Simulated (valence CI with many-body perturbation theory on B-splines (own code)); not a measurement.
## Level structure of Tm61+

Computed by configuration interaction combined with many-body perturbation theory (CI+MBPT): six valence electrons over a frozen Dirac-Fock core [He], radial functions for each j: 9 s, 9 p, 8 d, 6 f, 3 g, 1 h, with the one-electron correlation potential Σ1, the two-electron term Σ2, the three-electron term Σ3, Breit, model QED; selected CI, second order for the rest, scaled by the run's own slope (own B-spline code, finite nucleus).

The last digits are not significant, and no measured levels were compared; by estimate large intervals hold to a few tenths of a per cent, small ones and those within an open d or f shell to about a per cent. Among the levels kept, up to 2100 cm⁻¹ of a level comes from second order outside the variational space, and about a tenth of that is noise between levels of different J, which matters for small intervals.

Levels 1 to 45 of 56, with energies above the lowest level, (2s^2 2p1/2^2 2p3/2^2) J=2. "Leading %" is the weight of the configuration and term that name the level; weights of strongly mixed levels are sums over their largest components and can fall short, and the name can then belong to a minority configuration. In the jj column 3d3/2^4 stands for four electrons in 3d with j = 3/2.

| No. | Configuration | Term | J | E (eV) | Leading % | Leading jj | g |
| --- | --- | --- | --- | --- | --- | --- | --- |
| 1 | 2s2 2p4 | 3P | 2 | 0.0 | 68 | 2s^2 2p1/2^2 2p3/2^2 (100 %) | 1.312 |
| 2 | 2s2 2p4 | 1S | 0 | 54.8 | 65 | 2s^2 2p1/2^2 2p3/2^2 (100 %) |  |
| 3 | 2s2 2p4 | 3P | 1 | 1014.0 | 100 | 2s^2 2p1/2 2p3/2^3 (100 %) | 1.474 |
| 4 | 2s2 2p4 | 1D | 2 | 1032.6 | 68 | 2s^2 2p1/2 2p3/2^3 (100 %) | 1.125 |
| 5 | 2s 2p5 | 3P° | 2 | 1380.5 | 100 | 2s 2p1/2^2 2p3/2^3 (100 %) | 1.468 |
| 6 | 2s 2p5 | 1P° | 1 | 1456.5 | 61 | 2s 2p1/2^2 2p3/2^3 (100 %) | 1.165 |
| 7 | 2s2 2p4 | 3P | 0 | 2068.3 | 64 | 2s^2 2p3/2^4 (99 %) |  |
| 8 | 2s 2p5 | 3P° | 0 | 2405.2 | 100 | 2s 2p1/2 2p3/2^4 (100 %) |  |
| 9 | 2s 2p5 | 3P° | 1 | 2441.8 | 61 | 2s 2p1/2 2p3/2^4 (100 %) | 1.267 |
| 10 | 2p6 | 1S | 0 | 2873.2 | 99 | 2p1/2^2 2p3/2^4 (99 %) |  |
| 11 | 2s2 2p3 3s | 3P° | 2 | 7485.9 | 48 | 2s^2 2p1/2^2 2p3/2 3s (100 %) | 1.490 |
| 12 | 2s2 2p3 3s | 1P° | 1 | 7494.2 | 32 | 2s^2 2p1/2^2 2p3/2 3s (100 %) | 1.150 |
| 13 | 2s2 2p3 3p | 3P | 1 | 7595.1 | 32 | 2s^2 2p1/2^2 2p3/2 3p1/2 (100 %) | 1.477 |
| 14 | 2s2 2p3 3p | 3D | 2 | 7596.7 | 25 | 2s^2 2p1/2^2 2p3/2 3p1/2 (100 %) | 1.160 |
| 15 | 2s2 2p3 3p | 3D | 3 | 7884.8 | 50 | 2s^2 2p1/2^2 2p3/2 3p3/2 (100 %) | 1.322 |
| 16 | 2s2 2p3 3p | 3P | 1 | 7885.2 | 35 | 2s^2 2p1/2^2 2p3/2 3p3/2 (100 %) | 1.338 |
| 17 | 2s2 2p3 3p | 3P | 2 | 7911.4 | 45 | 2s^2 2p1/2^2 2p3/2 3p3/2 (100 %) | 1.313 |
| 18 | 2s2 2p3 3p | 3P | 0 | 7935.3 | 70 | 2s^2 2p1/2^2 2p3/2 3p3/2 (100 %) |  |
| 19 | 2s2 2p3 3d | 3D° | 2 | 7996.1 | 33 | 2s^2 2p1/2^2 2p3/2 3d3/2 (99 %) | 1.030 |
| 20 | 2s2 2p3 3d | 3F° | 3 | 8003.7 | 27 | 2s^2 2p1/2^2 2p3/2 3d3/2 (98 %) | 1.077 |
| 21 | 2s2 2p3 3d | 3D° | 1 | 8006.9 | 34 | 2s^2 2p1/2^2 2p3/2 3d3/2 (100 %) | 1.083 |
| 22 | 2s2 2p3 3d | 3P° | 0 | 8009.9 | 64 | 2s^2 2p1/2^2 2p3/2 3d3/2 (100 %) |  |
| 23 | 2s2 2p3 3d | 3F° | 4 | 8071.8 | 51 | 2s^2 2p1/2^2 2p3/2 3d5/2 (100 %) | 1.239 |
| 24 | 2s2 2p3 3d | 3D° | 2 | 8082.5 | 34 | 2s^2 2p1/2^2 2p3/2 3d5/2 (99 %) | 1.226 |
| 25 | 2s2 2p3 3d | 3D° | 3 | 8097.5 | 47 | 2s^2 2p1/2^2 2p3/2 3d5/2 (98 %) | 1.202 |
| 26 | 2s2 2p3 3d | 3D° | 1 | 8108.7 | 33 | 2s^2 2p1/2^2 2p3/2 3d5/2 (100 %) | 1.066 |
| 27 | 2s2 2p3 3s | 5S° | 2 | 8483.3 | 54 | 2s^2 2p1/2 2p3/2^2 3s (100 %) | 1.579 |
| 28 | 2s2 2p3 3s | 3S° | 1 | 8494.4 | 55 | 2s^2 2p1/2 2p3/2^2 3s (100 %) | 1.301 |
| 29 | 2s2 2p3 3s | 3D° | 3 | 8507.5 | 100 | 2s^2 2p1/2 2p3/2^2 3s (100 %) | 1.303 |
| 30 | 2s2 2p3 3s | 1D° | 2 | 8515.4 | 67 | 2s^2 2p1/2 2p3/2^2 3s (100 %) | 1.025 |
| 31 | 2s2 2p3 3s | 3P° | 0 | 8554.8 | 100 | 2s^2 2p1/2 2p3/2^2 3s (100 %) |  |
| 32 | 2s2 2p3 3s | 3P° | 1 | 8558.1 | 66 | 2s^2 2p1/2 2p3/2^2 3s (100 %) | 1.304 |
| 33 | 2s2 2p3 3p | 5P | 1 | 8590.1 | 46 | 2s^2 2p1/2 2p3/2^2 3p1/2 (100 %) | 1.638 |
| 34 | 2s2 2p3 3p | 3F | 2 | 8598.1 | 34 | 2s^2 2p1/2 2p3/2^2 3p1/2 (100 %) | 1.200 |
| 35 | 2s2 2p3 3p | 3F | 3 | 8615.0 | 44 | 2s^2 2p1/2 2p3/2^2 3p1/2 (100 %) | 1.084 |
| 36 | 2s2 2p3 3p | 3P | 2 | 8649.9 | 51 | 2s^2 2p1/2 2p3/2^2 3p1/2 (99 %) | 1.302 |
| 37 | 2s2 2p3 3p | 3D | 1 | 8660.5 | 74 | 2s^2 2p1/2 2p3/2^2 3p1/2 (100 %) | 0.638 |
| 38 | 2s2 2p3 3p | 3P | 0 | 8703.4 | 65 | 2s^2 2p1/2 2p3/2^2 3p1/2 (99 %) |  |
| 39 | 2s 2p4 3s | 5P | 3 | 8793.7 | 68 | 2s 2p1/2^2 2p3/2^2 3s (96 %) | 1.531 |
| 40 | 2s 2p4 3s | 3P | 2 | 8821.7 | 56 | 2s 2p1/2^2 2p3/2^2 3s (96 %) | 1.379 |
| 41 | 2s2 2p3 3p | 3P | 2 | 8882.9 | 37 | 2s^2 2p1/2 2p3/2^2 3p3/2 (85 %) | 1.408 |
| 42 | 2s2 2p3 3p | 3P | 0 | 8883.6 | 100 | 2s^2 2p1/2 2p3/2^2 3p3/2 (100 %) |  |
| 43 | 2s2 2p3 3p | 5P | 3 | 8884.7 | 54 | 2s^2 2p1/2 2p3/2^2 3p3/2 (97 %) | 1.374 |
| 44 | 2s2 2p3 3p | 1P | 1 | 8889.8 | 32 | 2s^2 2p1/2 2p3/2^2 3p3/2 (53 %) | 0.963 |
| 45 | 2s 2p4 3s | 3S | 1 | 8892.2 | 58 | 2s 2p1/2^2 2p3/2^2 3s (91 %) | 1.945 |

The ionisation energy to 2s2 2p3 2P°_3/2 of the next ion comes out as 13989 eV (NIST: 13988 ± 12 eV (theoretical)). All 56 levels together are meant to be complete up to 8995.9 eV.
